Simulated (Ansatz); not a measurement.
C$_{4}$H$_{5}$ (SMILES [CH]1[C@@H]2C[C@H]12), doublet, at a GFN2-xTB geometry; Ansatz (a program for electronic structure) with MP2/def2-SVPD.

Ansatz was given this input:
Ansatz 0.2 input:
```yaml
crystal:
  periodic: [false, false, false]
  atoms:
    - {symbol: C, position_ang: [-0.01104778, 1.15299217, 0.29268087]}
    - {symbol: C, position_ang: [0.00606920, -1.07161673, 0.36284337]}
    - {symbol: C, position_ang: [0.77792320, 0.05175663, -0.24703001]}
    - {symbol: C, position_ang: [-0.77530873, 0.03948149, -0.25730269]}
    - {symbol: H, position_ang: [-0.01656875, 2.16285392, -0.07926104]}
    - {symbol: H, position_ang: [-0.00045853, -1.14950133, 1.44290558]}
    - {symbol: H, position_ang: [0.01698984, -2.03272552, -0.13990186]}
    - {symbol: H, position_ang: [1.48440418, 0.00352078, -1.05567554]}
    - {symbol: H, position_ang: [-1.47018212, -0.01982922, -1.07521641]}
basis:
  gaussian:
    orbitals: def2-SVPD
magnetization: {spin_polarized: true, initial_magnetization: 1}
correlation: {method: mp2, electrons: outside_noble_gas}
accuracy: high
```

What the program printed (banner, timings and long lists left out):

```
Functional definition: HF
2429 factors; integrals over basis functions are off by at most 3.1e-9 eV
mean field evaluation 1: about -4191.6601 eV, gradient 1.8e1 eV
mean field evaluation 2: about -4191.6613 eV, gradient 1.8e1 eV
mean field evaluation 4: about -4193.9799 eV, gradient 2.7e0 eV
mean field evaluation 8: about -4194.0920 eV, gradient 1.1e-1 eV
mean field -4194.09231706 eV, -154.1300497942 hartree, gradient 2.0e-8 eV, S^2 0.760372; 0 other end points of the search recorded, 0 dependent functions left out
4 core orbitals not correlated
reference -4194.09231706 eV, -154.1300497942 hartree; 11, 10 occupied and 105, 106 virtual orbitals, 2429 factors
second order -14.68120693 eV of doubles, -0.00000000 eV of singles
Total energy: -4208.77352400 eV, -154.6695741977 hartree
```
